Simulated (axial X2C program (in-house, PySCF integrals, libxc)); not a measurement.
# Worked dissociation energy of MoI: MP2, spin-free

Computed with an in-house relativistic program for diatomic molecules. Spin-free means the one-electron spin-free X2C Hamiltonian. Basis: I dyall-cv3z [11s12p8d4f1g], Mo dyall-cv3z [11s12p9d5f3g] (cores contracted in-house); Gaussian nuclei, density fitting, unrestricted open shells. Masses: I 126.904 u, Mo 97.905 u.

Molecular state: M_S = 5/2, Λ = 0 (beyond evenly filled blocks: σα, π+α, π-α, δ+α, δ-α).

Correlated methods: 21 electrons correlated (number of frozen shells: I 4 s, 3 p, 2 d; Mo 3 s, 2 p, 1 d), 341 virtual spin orbitals or spinors in MP2.

- E(I) (2M_S = 1, M_L = 0): -7112.875382 hartree
- E(Mo) (2M_S = 6, M_L = 0): -4046.626610 hartree
- E(MoI) at Re: -11159.604047 hartree
- ωe: 221.4 cm⁻¹
- ωexe: 0.501 cm⁻¹

Problem. Work out De and D0.

Solution. De = -7112.875382 + (-4046.626610) − (-11159.604047) = 0.10206 hartree = 2.777 eV. The zero-point energy is ωe/2 − ωexe/4 = 111 cm⁻¹ = 0.014 eV, so D0 = 2.763 eV.

The state is one determinant whose occupation by symmetry is held fixed; it was picked as the lowest of a PBE0 search that is not exhaustive. De is counted from the lowest determinant-based energies of the atoms at the same level, without counterpoise correction. Some points did not converge and are left out. Spin–orbit coupling changes these values markedly for this molecule (Re by over 0.02 Å or De by over 0.25 eV), so the spin-free numbers are a model. Spin-free De lacks the spin–orbit lowering of the heavy p-block atom, a tenth of an eV or more for 4p and 5p, up to an eV for 6p and one to two eV for 7p atoms, less what an open-shell molecule gains itself.

Each atomic determinant is the lowest at this level and need not be a pure term. Totals compare only within one Hamiltonian and basis.
